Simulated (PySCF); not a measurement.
# S⁺: ionisation energy

S⁺ [Ne] 3s2 3p3 (4S) → S²⁺ [Ne] 3s2 3p2 (3P), as a difference of total energies. Calculation: PySCF 2.14, in aug-cc-pVDZ-DK; the spin-free X2C one-electron Hamiltonian (Gaussian nucleus). Correlated levels: valence: [Ne] frozen. The calculations carry no spin-orbit coupling.

```csv
method,ionisation energy (eV),plus first-order spin-orbit estimate,error of that sum (eV)
UHF,22.721,22.658,-0.680
MP2 (valence),23.172,23.110,-0.228
SCS-MP2 (valence),23.014,22.951,-0.387
CCSD (valence),23.097,23.035,-0.303
CCSD(T) (valence),23.105,23.043,-0.295
CCSDT (valence),23.104,23.042,-0.296
```

Reference: 23.338 eV (measured; NIST Atomic Spectra Database, ionization energies).

A first-order spin-orbit estimate (lowest level to lowest level, LS coupling) adds -0.062 eV.

Errors of the correlated levels include the incompleteness of this basis and the frozen core.
